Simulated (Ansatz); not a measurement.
`C[Si](O)([SiH3])S` + H₂ → `C[SiH](O)S` + SiH₄  (hydrogenolysis of the Si–Si bond)

Calculated with Ansatz (gas phase, PBE0-D4/def2-TZVP geometries, no zero-point term in ΔE). CBS: MP2 limit from def2 TZ/QZ plus the TZ coupled-cluster correction, frozen cores. This one scheme is used for every species. DFT in def2-TZVPP. B3LYP here is the variant with VWN-RPA as its local correlation; programs differ in this. Each species was taken in one conformer, which may not be the lowest.

(1) Is it downhill or uphill in electronic energy at CCSD(T)/CBS, and by how much? (An estimate is asked.)

(2) What do these levels give: PBE-D4, PBE0-D4, B3LYP-D4, PBE0, HF/def2-TZVPP, MP2/def2-TZVPP, SCS-MP2/def2-TZVPP, CCSD/def2-TZVPP, HF/def2-QZVPP, SCS-MP2/def2-QZVPP, MP2/CBS(def2), CCSD/CBS(def2)? (Best estimate.)

Largest T1 diagnostic among the species: 0.012.

Answers

(1) Computed: Downhill: ΔE = -24.4 kJ/mol.

(2) Ansatz gave: PBE-D4 -8.9, PBE0-D4 -15.9, B3LYP-D4 -23.0, PBE0 -24.1, HF/def2-TZVPP -60.1, MP2/def2-TZVPP -26.9, SCS-MP2/def2-TZVPP -34.8, CCSD/def2-TZVPP -34.5, HF/def2-QZVPP -60.8, SCS-MP2/def2-QZVPP -32.8, MP2/CBS(def2) -22.9, CCSD/CBS(def2) -30.5 kJ/mol.

In def2-TZVPP, CCSD(T) changes the Hartree–Fock value by +31.7 kJ/mol (the triples alone add +6.1 kJ/mol) and MP2 by +33.2 kJ/mol. The D4 term adds +14.4 kJ/mol with B3LYP and +8.2 kJ/mol with PBE0; it sums over pairs of atoms, weighted by their polarisabilities, and B3LYP, whose exchange is more repulsive, gets the larger term. From PBE to PBE0 (25 % exact exchange), in def2-TZVPP and without D4, ΔE moves by −6.3 kJ/mol.
